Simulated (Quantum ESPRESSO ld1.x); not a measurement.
Results of a calculation; reference values are marked as such.
One sound ld1.x (Quantum ESPRESSO 7.5) input for neutral technetium gives E = -4285.593 hartree in 27 iterations:

```
 &input
    zed=43.0,
    iswitch=1,
    rel=1,
    dft='PBE',
    config='[Kr] 4d5 5s2',
    verbosity='high',
    prefix='ld1',
    max_out_wfc=37,
    file_charge='ld1.rho',
 /
```

Changed or added lines, one case at a time, and what came of them:

- config='[Kr] 4d5 5s2 8s1': refused. The program stops in el_config with "wrong main quantum number": the config string takes n from 1 to 7 alone.
- noscf=.true.: ran as typed. With noscf the program prints the levels of a bare nucleus, with no screening and no total energy; they are not those of the atom.
- xmin=-14.0: usable despite the warning. The mesh starts very near the nucleus, where rounding noise keeps the residual above the threshold; the energy differs from the sound run by -1.5e-05 hartree.
- config='[Kr] 4d5 5s2 2d1': refused. The program stops in el_config with "main/angular quantum number mismatch": l must be smaller than n.
- zval=1: refused. The program stops in ld1_readin with "reading input namelist": the namelist holds a keyword that &input does not know.
- lsd=1 dft='BLYP': silently wrong. The run ends normally, but in this build (ld1.x 7.5) Etot and Exc of a spin-polarised run lack the gradient corrections of exchange and correlation and come out near their LSDA values (nitrogen, PBE: -54.132 hartree against -54.536 from two other codes). The eigenvalues and orbitals are those of the GGA; the energies must not be used.
- lsd=2: refused. The program stops in ld1_readin with "lsd not correct": lsd takes 0 or 1.
